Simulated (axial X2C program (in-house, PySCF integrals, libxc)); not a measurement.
# TbTe⁺: the levels of the configuration f8 s0

Computed with an in-house all-electron X2C program for linear molecules (integrals from PySCF): two-component X2C with atomic mean-field Coulomb and Gaunt terms, basis Tb dyall-v3z, Te dyall-v3z (cores contracted in-house). Orbitals come from Hartree–Fock averaged over the configuration Tb f8 s0; CI then distributes these electrons over the f, s shells of Tb.

R = 2.612 Å (near the minimum of the configuration average).

Active spinors (ω > 0):

| shell | ω | ε (eV) | character |
| --- | --- | --- | --- |
| f | 5/2 | -14.42 | 100% Tb f |
| f | 3/2 | -14.35 | 100% Tb f |
| f | 1/2 | -14.31 | 100% Tb f |
| f | 7/2 | -13.68 | 100% Tb f |
| f | 5/2 | -13.62 | 100% Tb f |
| f | 3/2 | -13.57 | 100% Tb f |
| f | 1/2 | -13.54 | 100% Tb f |
| s | 1/2 | -5.44 | 65% Tb s, 20% Tb p, 10% Tb d |

Lowest levels of this model:

| Ω | energy (cm⁻¹) | g∥ | configuration |
| --- | --- | --- | --- |
| 6 | 0 | 17.95 | 100% f8 |
| 5 | 266 | 14.65 | 100% f8 |
| 4 | 483 | 11.50 | 100% f8 |
| 3 | 641 | 8.51 | 100% f8 |
| 2 | 741 | 5.64 | 100% f8 |
| 1 | 793 | 2.82 | 100% f8 |
| 0 | 809 | 0.00 | 100% f8 |
| 5 | 2246 | 15.27 | 100% f8 |
| 4 | 2331 | 11.74 | 100% f8 |
| 3 | 2392 | 8.48 | 100% f8 |
| 2 | 2456 | 5.37 | 100% f8 |
| 1 | 2520 | 2.52 | 100% f8 |
| 0 | 2549 | 0.00 | 100% f8 |
| 0 | 3597 | 0.00 | 100% f8 |
| 1 | 3608 | 2.63 | 100% f8 |
| 2 | 3620 | 5.55 | 100% f8 |
| 3 | 3636 | 9.06 | 100% f8 |
| 4 | 3741 | 12.67 | 100% f8 |
| 0 | 4381 | 0.00 | 100% f8 |
| 1 | 4439 | 2.71 | 100% f8 |
| 2 | 4600 | 6.39 | 100% f8 |
| 3 | 4806 | 9.86 | 100% f8 |
| 0 | 4898 | 0.00 | 100% f8 |
| 0 | 5401 | 0.00 | 100% f8 |
| 0 | 6062 | 0.00 | 100% f8 |

g∥ is the magnitude of 2⟨Lz + ge Sz⟩ for the +Ω component.

Task: From Ω and g∥ of the lowest level, whose 2⟨Lz + ge Sz⟩ is positive, find ⟨Sz⟩ and ⟨Lz⟩ (ge = 2.0023).

Result: Ω = ⟨Lz⟩ + ⟨Sz⟩ = 6 and ⟨Lz⟩ + ge⟨Sz⟩ = 8.975, so ⟨Sz⟩ = 2.97 and ⟨Lz⟩ = 3.03.

Occupations of the active spinors in the lowest level by ω, shell by shell in order of energy: -7/2: 0.00; -5/2: 0.92 0.08; -3/2: 0.80 0.20; -1/2: 0.66 0.34 0.00; 1/2: 0.51 0.49 0.00; 3/2: 0.34 0.66; 5/2: 1.00 1.00; 7/2: 1.00. The leading determinant has weight 0.17 among 450.

This point took 3.9 s on 1 thread of Arm Neoverse V2 (shared host).

There is no dynamic correlation: spin–orbit spacings and, for f shells, spacings inside one term are the most reliable numbers, splittings between terms come out too wide, and energies between configurations are not reliable, so the lowest level need not be the ground state of the molecule. At most 4 roots were kept for each Ω > 0 (twice that for Ω = 0) within 2.2 eV of the lowest, so higher up levels can be missing between those listed; levels with Ω > 0 are doubly degenerate and listed once, Ω = 0 levels singly. States that fill the shells left empty in the average are placed too high.
